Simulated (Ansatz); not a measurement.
Calculated with Ansatz (gas phase, PBE0-D4/def2-TZVP geometries, no zero-point term in ΔE). CBS: MP2 limit from def2 TZ/QZ plus the TZ coupled-cluster correction, frozen cores. For Zn outer-core shells are correlated without core-valence functions, which leaves a few kJ/mol of doubt a bond. Scalar relativity is left out up to krypton. Each species was taken in one conformer, which may not be the lowest.

`CC[C](=O)[ZnH]` + `CB[SiH2]O` → `O[SiH2][BH][ZnH]` + `CCC(C)=O`  (formal exchange of groups at a Zn–C bond)

`CC[C](=O)[ZnH]`:

Cartesian coordinates in Å:
```
C 0.212 -1.206 0.630
C -0.880 -0.388 -0.040
C -0.497 1.066 -0.184
O -1.245 1.955 0.160
Zn 1.255 1.697 -0.932
H -0.048 -2.265 0.652
H 0.375 -0.878 1.659
H 1.164 -1.115 0.097
H -1.829 -0.449 0.501
H -1.050 -0.765 -1.058
H 2.544 2.348 -1.486
```

`CB[SiH2]O`:

Z-matrix (Å, degrees):
```
C
B 1 1.552
H 1 1.092 2 116.0
H 1 1.105 2 103.8 3 -116.7
H 1 1.093 2 114.3 3 129.6
Si 2 2.014 1 125.0 3 20.2
H 2 1.203 1 118.3 3 -163.6
O 6 1.660 2 115.5 1 -7.6
H 6 1.498 2 108.2 1 116.8
H 6 1.489 2 110.2 1 -126.1
H 8 0.957 6 117.3 2 58.9
```

`O[SiH2][BH][ZnH]`:

```xyz
9

O    -1.084    1.332   -0.315
Si   -1.076   -0.310   -0.069
B     0.801   -0.910    0.221
Zn    2.382    0.435    0.190
H    -1.932    1.752   -0.468
H    -1.930   -0.657    1.112
H    -1.679   -1.009   -1.248
H     0.959   -2.084    0.413
H     3.559    1.451    0.164
```

`CCC(C)=O`:

Z-matrix (Å, degrees):
```
C
C 1 1.513
H 1 1.092 2 110.8
H 1 1.091 2 110.9 3 120.5
H 1 1.091 2 110.9 3 -120.6
C 2 1.511 1 113.8 3 179.9
H 2 1.097 1 111.4 3 58.3
H 2 1.097 1 111.4 3 -58.3
O 6 1.206 2 122.0 1 -1.0
C 6 1.506 2 116.3 1 178.9
H 10 1.088 6 110.1 2 178.1
H 10 1.094 6 110.1 2 -60.9
H 10 1.094 6 110.4 2 56.7
```

```tsv
species	CCSD(T)/def2-TZVPP energy (Eh)
`CC[C](=O)[ZnH]`	-1971.07715
`CB[SiH2]O`	-431.23172
`O[SiH2][BH][ZnH]`	-2170.22751
`CCC(C)=O`	-232.08230
```

Work out ΔE.

ΔE = (-2170.22751) + (-232.08230) − (-1971.07715) − (-431.23172) = -0.00094 Eh = -2.5 kJ/mol. CCSD(T)/CBS gives -1.6 kJ/mol.

Largest T1 diagnostic among the species: 0.016.

In def2-TZVPP, CCSD(T) changes the Hartree–Fock value by +10.0 kJ/mol (the triples alone add +2.8 kJ/mol) and MP2 by +12.8 kJ/mol. From PBE to PBE0 (25 % exact exchange), in def2-TZVPP and without D4, ΔE moves by −8.7 kJ/mol.
